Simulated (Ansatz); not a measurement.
Reactions of `C=CS[Si](F)(F)F`.

Calculated with Ansatz (gas phase, PBE0-D4/def2-TZVP geometries, no zero-point term in ΔE). CCSD(T)/CBS is the MP2 limit (def2-TZVPP, def2-QZVPP) plus CCSD(T) − MP2 in def2-TZVPP, frozen cores. This one scheme is used for every species. Each species was taken in one conformer, which may not be the lowest.

Task: Order these by ΔE at CCSD(T)/CBS, lowest first. (An estimate is asked.)
A. `C=CS[Si](F)(F)F` + CH₃SH → `CS[Si](F)(F)F` + `C=CS`
B. `C=CS[Si](F)(F)F` + `[SiH3]BCl` → `F[Si](F)(F)BCl` + `C=CS[SiH3]`
C. `C=CS[Si](F)(F)F` + CH₃OH → `CO[Si](F)(F)F` + `C=CS`

Result: C (-63.0 kJ/mol), A (-4.3 kJ/mol), B (+5.4 kJ/mol).

Largest T1 diagnostic: 0.014, for `[SiH3]BCl`.
